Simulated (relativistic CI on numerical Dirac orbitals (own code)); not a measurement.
Ho XLI: q coefficients and field-shift factors

Calculated at this level of theory: Dirac-Coulomb-Breit CI, orbitals from a KLI potential per configuration, derivatives by finite differences, unscaled Slater integrals, QED left out (own radial code, finite nucleus).

Configurations in the expansion (outside the closed core [Ne]): 3s2.3p6.3d9, 3s2.3p5.3d10, 3s.3p6.3d10, 3s2.3p6.3d8.4s, 3s2.3p6.3d8.4p, 3s2.3p6.3d8.4d, 3s2.3p4.3d10.4s, 3s2.3p4.3d10.4p. Levels of other configurations are missing.

With x = (α/α₀)² − 1 an excitation energy changes as ω = ω₀ + qx; K = 2q/ω₀ is the relative enhancement. Terms are leading LS components, so labels can repeat. The field-shift factor is F = δν/δ⟨r²⟩ for the transition from the lowest level.

Lowest level 3s2.3p6.3d9 2D_5/2.

```tsv
Level	ω₀ (cm⁻¹)	q (cm⁻¹)	F (GHz/fm²)
3s2.3p6.3d9 2D_3/2	328821	331100	5.96
3s2.3p5.3d10 2P°_3/2	3028019	425700	20.9
3s2.3p5.3d10 2P°_1/2	4551961	2.217e+06	-130
3s.3p6.3d10 2S_1/2	6208562	2.462e+06	-3290
3s2.3p6.3d8.4s 4F_9/2	9821535	-977200	1190
3s2.3p6.3d8.4s 2F_7/2	9842854	-975300	1180
3s2.3p6.3d8.4s 2D_5/2	9891770	-977200	1180
3s2.3p6.3d8.4s 2D_3/2	9901080	-973700	1180
3s2.3p6.3d8.4s 2S_1/2	10026084	-954200	1190
3s2.3p6.3d8.4s 4F_7/2	10144468	-645700	1190
3s2.3p6.3d8.4s 4F_5/2	10149263	-643400	1190
3s2.3p6.3d8.4s 4P_5/2	10210667	-640900	1190
3s2.3p6.3d8.4s 4F_3/2	10215193	-638600	1190
```

At this charge energies of transitions that change n are usually good to better than 1 %, and those within a shell (Δn = 0) to a few per cent.

**Question.** Which transition from the lowest level has the largest |K|?

**Answer.** 3s2.3p6.3d9 2D_3/2 at 328821 cm⁻¹, K = 2.01.
